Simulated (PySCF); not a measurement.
**Unknowns**

[PySCF: shieldings: GIAO PBE0/pcSseg-1; structure optimised with GFN2-xTB; fast rotation and ring inversion assumed for equivalent nuclei; no relativistic terms; single conformer; gas phase]

Chemical shifts δ = σref − σ; ¹H and ¹³C vs TMS, all at this level. Splittings of carbon signals by F and P are missing where no couplings were computed. Where no couplings were computed, multiplicities follow the n + 1 count of equivalent neighbours, and m marks all less simple cases (inequivalent or close neighbours, rings, F or P nearby). Shifts are as computed. Against solution values, carbons near 30 ppm lie about +3 ppm off and those near 130 ppm about +5 ppm (rms about the fit 2.1 ppm; single classes can miss by 10 ppm). Of 1328 compounds with measured shifts, 309 miss one by over three times the rms of a fit or turn the order of signals round; such compounds aren't used in these exercises. Signals without a measured value on file couldn't be tested in this way; 1H shifts scatter by 0.2 ppm about their fit, and single ones miss by 0.5 ppm.

Task: C5H11F. ¹H NMR (400 MHz, computed): δ 1.51 (m, 2H), 1.33 (m, 6H), 1.13 (t, 3H). ¹³C{¹H} NMR (computed): δ 95.5, 38.0, 28.7, 9.8. Give a structure.

Result: SMILES CCC(C)(C)F. The formula gives 0 degrees of unsaturation. 4 carbon signals for 5 carbons: some carbons are equivalent by symmetry or fast rotation. Carbon types of the structure: 1 × C, 1 × CH2, 3 × CH3, which accounts for all hydrogens. δC 95.5: fully substituted sp3 carbon bonded to F; pulled downfield by the heteroatom. δC 38.0: sp3 CH2; aliphatic region, no heteroatom directly attached. δC 28.7, 9.8: methyl carbon; a saturated carbon with 1 carbon neighbour and no heteroatom attached. δH 1.33, 1.13: hydrogen on a methyl carbon.

The data come from this structure; uniqueness wasn't tested.

Task: C7H5N3. ¹H NMR (500 MHz, computed): δ 6.32 (m, 1H), 6.04 (m, 1H), 6.01 (m, 1H), 2.98 (d, 2H). ¹³C{¹H} NMR (computed): δ 135.7 (CH), 135.0 (CH2), 114.9 (C), 48.2 (CH2), 24.8 (C). Identify the compound.

Result: 3-butene-1,1,1-tricarbonitrile (N#CC(CC=C)(C#N)C#N). The formula gives 7 degrees of unsaturation (no ring in the answer). 5 carbon signals for 7 carbons: some carbons are equivalent by symmetry or fast rotation. Carbon types of the structure: 4 × C, 1 × CH, 2 × CH2, which accounts for all hydrogens. δC 135.7: alkene CH; the olefinic region. δC 135.0: terminal =CH2 carbon; the olefinic region. δC 114.9: nitrile carbon; typical of a nitrile. δH 6.04, 6.01: hydrogen on a terminal =CH2 carbon; a vinylic proton, deshielded by the sp2 carbon and the C=C anisotropy.

The data come from this structure; uniqueness wasn't tested.
